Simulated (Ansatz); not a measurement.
`BC(Cl)CC` and `BC(F)CC` differ in one element.

Ansatz, PBE0-D4/def2-TZVP geometries, multiplicity 1. Each molecule was computed in one conformer, which needn't be the lowest.

```
                                        property  `BC(Cl)CC`
              LUMO energy (PBE0/def2-TZVPP) / eV       -0.37
            HOMO–LUMO gap (PBE0/def2-TZVPP) / eV        8.28
size of the dipole moment (B3LYP/def2-TZVPP) / D        2.05
  size of the dipole moment (PBE/def2-TZVPP) / D        2.05
               HOMO energy (PBE/def2-TZVPP) / eV       -7.32
             HOMO–LUMO gap (PBE/def2-TZVPP) / eV        5.90
```

Question: Give the same properties after the change, and the shifts. (Estimate.)

Answer: Ansatz gave: 
```json
{"property": "LUMO energy (PBE0/def2-TZVPP) / eV", "`BC(F)CC`": "-1.71", "shift": "-1.34"}
{"property": "HOMO–LUMO gap (PBE0/def2-TZVPP) / eV", "`BC(F)CC`": "6.86", "shift": "-1.42"}
{"property": "size of the dipole moment (B3LYP/def2-TZVPP) / D", "`BC(F)CC`": "1.92", "shift": "-0.13"}
{"property": "size of the dipole moment (PBE/def2-TZVPP) / D", "`BC(F)CC`": "1.82", "shift": "-0.23"}
{"property": "HOMO energy (PBE/def2-TZVPP) / eV", "`BC(F)CC`": "-7.02", "shift": "0.30"}
{"property": "HOMO–LUMO gap (PBE/def2-TZVPP) / eV", "`BC(F)CC`": "4.29", "shift": "-1.61"}
```

With PBE0 the HOMO rises by 0.09 eV and the LUMO falls by 1.34 eV, so the gap narrows by about 1.43 eV. PBE moves the HOMO by 0.30 eV and ωB97M-V by -0.01 eV. Dipoles are sizes alone; their direction can turn.

B3LYP here is the variant with VWN-RPA as its local correlation; programs differ in this.
